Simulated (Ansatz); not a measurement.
Mulliken charges of `[NH2][Hf]([NH2])([F])[Cl]` from r2SCAN/def2-TZVPP in Ansatz (PBE0-D4/def2-TZVP geometry).

```tsv
atom	x (Å)	y (Å)	z (Å)	charge (e)
N1	1.065	1.300	-0.217	-0.506
Hf2	-0.306	-0.125	-0.609	1.030
N3	-0.494	-1.198	1.093	-0.507
F4	0.325	-1.271	-2.001	-0.350
Cl5	-2.398	0.851	-1.154	-0.326
H6	2.029	1.300	-0.521	0.165
H7	0.869	2.179	0.243	0.166
H8	-0.033	-1.004	1.970	0.169
H9	-1.058	-2.031	1.197	0.158
```

**Question.** By hand: the dipole of these point charges (1 e Å = 4.8032 D).

**Answer.** Σ q r = (0.371, 0.074, 0.481) e Å, of length 0.612 e Å = 2.94 D.

**Question.** How does the dipole of the full density compare? (Estimate.)

**Answer.** Ansatz gave: (0.409, 0.078, 0.484) e Å, 3.07 D; the point charges give 0.96 times that, at 3° from its direction.

Point charges leave out the atoms' own dipoles, such as those of lone pairs, and Mulliken's split depends on the basis, so the close match here is no proof of good charges.
